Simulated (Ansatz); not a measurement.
## AlBClH3N: structure from calculated spectroscopic constants

These gas-phase data were calculated for one isomer of AlBClH3N at B3LYP-D3(BJ)/def2-SVP (harmonic, unscaled wavenumbers; equilibrium rotational constants with average atomic masses):

| Property | Result |
| --- | --- |
| rotational constants | 44.12, 1.505, 1.455 GHz |
| all wavenumbers above 1500 cm⁻¹ | 3525, 2628, 1818 |

Candidates:

(1) `B[NH][Al][Cl]`, a doublet
(2) `[AlH][NH]BCl`, a doublet

Q: Which structure fits?

A: Candidate (2). The band at 1818 cm⁻¹ lies where the Al–H stretch is expected; (1) has no mode between 1700 and 2050 cm⁻¹.

The same quantities for all candidates:

|  | rotational constants (GHz) | wavenumbers above 1500 cm⁻¹ | E above the lowest, B3LYP-D3(BJ)/def2-SVP (kcal/mol) |
| --- | --- | --- | --- |
| (1) | 23.55, 1.914, 1.77 | 3541, 2621, 2533 | 0.0 |
| (2) | 44.12, 1.505, 1.455 | 3525, 2628, 1818 | 15.5 |

Each candidate is one conformer. Open shells are spin-unrestricted. Programs: Ansatz 0.2.0.
